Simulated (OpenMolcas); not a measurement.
**Mn2+, Tc2+, Re2+: d5 down the group**

```json
{"Program": "OpenMolcas", "Method": "MS-CASPT2, IPEA 0.25 Eh, imaginary shift 0.1 Eh", "Basis": "ANO-R2", "Scalar Hamiltonian": "X2C, finite nucleus", "Spin-orbit coupling": "RASSI with atomic mean-field integrals over the reference wave functions, term energies averaged over their components"}
```

Active space for each ion: 5 electrons in 10 orbitals (d d); closed shells correlated by CASPT2: Mn2+ 3s 3p; Tc2+ 4s 4p; Re2+ 5s 5p.

Computed levels in cm-1 above 6S 5/2:

```json
{"Level": "4G 7/2", "Mn2+": "28240", "Tc2+": "21020", "Re2+": "18780"}
{"Level": "4G 9/2", "Mn2+": "28270", "Tc2+": "21140", "Re2+": "20220"}
{"Level": "4G 11/2", "Mn2+": "28280", "Tc2+": "21130", "Re2+": "19840"}
{"Level": "4P 1/2", "Mn2+": "31050", "Tc2+": "23720", "Re2+": "21010"}
{"Level": "4D 7/2", "Mn2+": "33870", "Tc2+": "24780", "Re2+": "23210"}
{"Level": "4D 1/2", "Mn2+": "33880", "Tc2+": "25270", "Re2+": "25690"}
{"Level": "2I 11/2", "Mn2+": "41310", "Tc2+": "30990", "Re2+": "28730"}
{"Level": "2I 13/2", "Mn2+": "41370", "Tc2+": "31360", "Re2+": "31200"}
{"Level": "2F 7/2(1)", "Mn2+": "45270", "Tc2+": "35210", "Re2+": "37970"}
{"Level": "weight of 6S in the lowest level (%)", "Mn2+": "100", "Tc2+": "99", "Re2+": "91"}
```

Mixed levels, with the weight of the term that names them: Re2+ 4G 7/2 (71 %), Re2+ 4P 1/2 (61 %), Re2+ 4D 7/2 (74 %), Re2+ 4D 1/2 (64 %), Re2+ 2F 7/2(1) (51 %).

Measured, with the error of the calculation in %. Measured levels: Mn2+ from Corliss and Sugar, J. Phys. Chem. Ref. Data 6, 1253 (1977); Re2+ from the list in Brasseur, Gamrath and Quinet, At. Data Nucl. Data Tables 157, 101636 (2024).

```
    Level          Mn2+           Re2+
   4G 7/2                16890 (+11.2)
   4G 9/2                18346 (+10.2)
  4G 11/2                18020 (+10.1)
   4D 7/2  32307 (+4.8)  20453 (+13.5)
   4D 1/2  32369 (+4.7)               
  2I 11/2  39174 (+5.4)   26170 (+9.8)
  2I 13/2  39176 (+5.6)   28588 (+9.1)
2F 7/2(1)  42606 (+6.3)
```

Without spin-orbit coupling 4G lies 28260, 21080, 19500 cm-1 above 6S in that order; the difference to the level 4G 7/2, of either sign, comes from spin-orbit coupling, which also lowers the zero.

Term energies are means over components that CASPT2 splits; among the terms shown or strongly mixed into the levels shown the widest spread is 650 cm-1 (5d5 2H, Re2+). Active for correlation alone: 4d; no level in the range computed is led by a configuration that fills it, so any true level of that kind is missing (holds for Mn2+). Active for correlation alone: 5d; no level in the range computed is led by a configuration that fills it, so any true level of that kind is missing (holds for Tc2+). Active for correlation alone: 6d; no level in the range computed is led by a configuration that fills it, so any true level of that kind is missing (holds for Re2+). Measured partners are found by configuration, term and J. A level has none where our copy of the source lacks it or the pairing is in doubt (some pairs that miss far off the trend of their configuration count as doubtful), and it then counts in no deviation. Only configurations of the active space appear.

A number in round brackets counts repeated terms of one configuration in the order of the reference energies.
